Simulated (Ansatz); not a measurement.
`C[O][Ge]([CH3])([OH])[OH]` at its PBE0-D4/def2-TZVP geometry, where that method's forces vanish. Total charge 0; spin multiplicity 1.

```xyz
14

C    -2.1691    0.0776   -0.4559
O    -1.1035    0.3567    0.4244
Ge    0.5522   -0.0793   -0.0251
C     1.7277    0.7987    1.2152
O     0.9041    0.3959   -1.6888
O     0.6725   -1.8526   -0.0846
H    -2.0447    0.5867   -1.4181
H    -3.0913    0.4358    0.0071
H    -2.2763   -0.9978   -0.6455
H     1.7061    1.8731    1.0323
H     2.7446    0.4308    1.0829
H     1.3997    0.6052    2.2364
H     0.8126   -0.3489   -2.2887
H     0.1655   -2.2818    0.6084
```

(1) What forces (eV/Å) does r2SCAN-D4/def2-TZVPP give on these atoms in the Gaussian-basis code of Ansatz? (An estimate is asked.)

## Answers

(1) Computed: 
```
C1  -0.226 -0.066 -0.202
O2   0.151  0.125  0.258
Ge3  0.021 -0.003  0.050
C4   0.010  0.024  0.009
O5   0.039  0.072 -0.052
O6   0.044 -0.078 -0.064
H7   0.000 -0.002 -0.001
H8   0.016 -0.006 -0.005
H9   0.002 -0.005 -0.002
H10  0.003 -0.022  0.007
H11 -0.025  0.009  0.003
H12  0.006  0.004 -0.024
H13 -0.012 -0.041 -0.018
H14 -0.029 -0.013  0.042
```
